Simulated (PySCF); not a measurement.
Compound: C₅H₁₁AsO.
Atom-mapped SMILES: `[CH3:1][C:2](=[O:3])[C@H:4]([CH3:5])[CH2:6][AsH2:7]` (hydrogens: H8, H9, H10 on C1; H11 on C4; H12, H13, H14 on C5; H15, H16 on C6; H17, H18 on As7)

Method: PBE0-D3(BJ)/def2-SVP geometry optimisation, gas phase (PySCF); density fitting, grid level 1; the optimiser is geomeTRIC in internal coordinates, started from a GFN2-xTB structure.

Step 0: E = -68224.1192 eV
```
atom  x, y, z in Å  |  force x, y, z in eV/Å
C1     -1.8498    1.1701    0.6668    0.323  -0.199   0.344
C2     -0.6747    0.2405    0.7817   -0.554   0.321  -0.309
O3     -0.0439    0.1111    1.8025   -0.049   0.030   0.222
C4     -0.3214   -0.5504   -0.4618    0.508  -0.418   0.400
C5     -0.6619   -2.0176   -0.1935   -0.005   0.459  -0.057
C6      1.1715   -0.3898   -0.7508   -0.278   0.110   0.052
As7     2.3285   -0.7628    0.8297    0.182  -0.467  -0.149
H8     -2.0599    1.6416    1.6231   -0.061   0.157   0.344
H9     -1.6322    1.9354   -0.0764    0.055   0.287  -0.354
H10    -2.7232    0.6157    0.3289   -0.372  -0.194  -0.206
H11    -0.9115   -0.1913   -1.3130   -0.082   0.111  -0.152
H12    -1.7224   -2.1379    0.0208   -0.405  -0.153   0.093
H13    -0.4087   -2.6258   -1.0597    0.059  -0.259  -0.320
H14    -0.0890   -2.3711    0.6645    0.125  -0.174   0.255
H15     1.3715    0.6173   -1.1282    0.145   0.171  -0.073
H16     1.4512   -1.0971   -1.5378    0.154  -0.128  -0.125
H17     3.5868   -0.6278   -0.0113    0.320  -0.123  -0.241
H18     2.5013    0.6630    1.2452   -0.066   0.469   0.276
```

Step 1: E = -68224.2159 eV
```
atom  x, y, z in Å  |  force x, y, z in eV/Å
C1     -1.9447    1.1324    0.6586   -0.079   0.082  -0.060
C2     -0.7013    0.3022    0.7743    0.200  -0.078  -0.011
O3     -0.0486    0.2607    1.7927   -0.058   0.041   0.011
C4     -0.2790   -0.5253   -0.4373   -0.143   0.093   0.079
C5     -0.6772   -1.9763   -0.1653    0.021  -0.082  -0.057
C6      1.2109   -0.3743   -0.7343    0.084  -0.034   0.039
As7     2.4376   -0.8456    0.7781    0.035   0.202  -0.072
H8     -2.1859    1.5924    1.6251   -0.001  -0.009  -0.006
H9     -1.7797    1.9206   -0.0964   -0.025  -0.022   0.030
H10    -2.7939    0.5271    0.3019    0.036  -0.010   0.002
H11    -0.8472   -0.1649   -1.3151    0.037  -0.036   0.031
H12    -1.7531   -2.0775    0.0475    0.011   0.017  -0.017
H13    -0.4434   -2.6049   -1.0393   -0.016  -0.003   0.036
H14    -0.1216   -2.3669    0.7012   -0.018  -0.007  -0.014
H15     1.4400    0.6449   -1.0770   -0.003  -0.001  -0.008
H16     1.4801   -1.0604   -1.5538   -0.010   0.031   0.010
H17     3.6840   -0.7440   -0.1191   -0.059  -0.015   0.032
H18     2.6352    0.5828    1.2889   -0.010  -0.169  -0.027
```

**Question.** Estimate the geometry and energy of step 2. (The exact step hangs on the optimiser's Hessian estimate; all steps are aligned on step 1, rigid shifts and turns removed.)

**Answer.** E = -68224.2202 eV, largest force 0.076 eV/Å
```
atom  x, y, z in Å  |  force x, y, z in eV/Å
C1     -1.9546    1.1296    0.6503   -0.030   0.028  -0.041
C2     -0.7004    0.3129    0.7805    0.056  -0.024   0.046
O3     -0.0590    0.2870    1.8063    0.025  -0.002  -0.049
C4     -0.2750   -0.5194   -0.4248   -0.033   0.008   0.051
C5     -0.6758   -1.9734   -0.1603    0.008   0.001  -0.006
C6      1.2150   -0.3676   -0.7276    0.019  -0.001   0.034
As7     2.4524   -0.8579    0.7631   -0.016  -0.008  -0.043
H8     -2.2099    1.5910    1.6121    0.000  -0.007   0.002
H9     -1.7993    1.9147   -0.1083   -0.008   0.000   0.005
H10    -2.7893    0.5065    0.2920    0.002  -0.010  -0.001
H11    -0.8409   -0.1605   -1.3027    0.007  -0.012  -0.006
H12    -1.7530   -2.0691    0.0460   -0.004   0.005  -0.006
H13    -0.4422   -2.6021   -1.0331    0.002   0.006   0.000
H14    -0.1275   -2.3702    0.7074   -0.006  -0.002   0.002
H15     1.4433    0.6533   -1.0659   -0.009   0.006  -0.001
H16     1.4759   -1.0465   -1.5546   -0.001   0.011  -0.011
H17     3.6844   -0.7540   -0.1461   -0.004  -0.011   0.014
H18     2.6679    0.5486    1.2966   -0.008   0.013   0.012
```

The energy changes by -0.0044 eV. The first-order estimate −F·Δx gives -0.0086 eV and the mean of the old and new forces, exact on a quadratic surface, -0.0046 eV. The step makes an angle of 78° with the force vector and moves no atom by more than 0.048 Å.

The cost below is that of the whole optimisation. The run took 2.2 min on one thread, Arm Neoverse V2 (aarch64), shared host with 32 logical CPUs at a one-minute load of 32, and the process peaked at 0.71 GiB of memory.
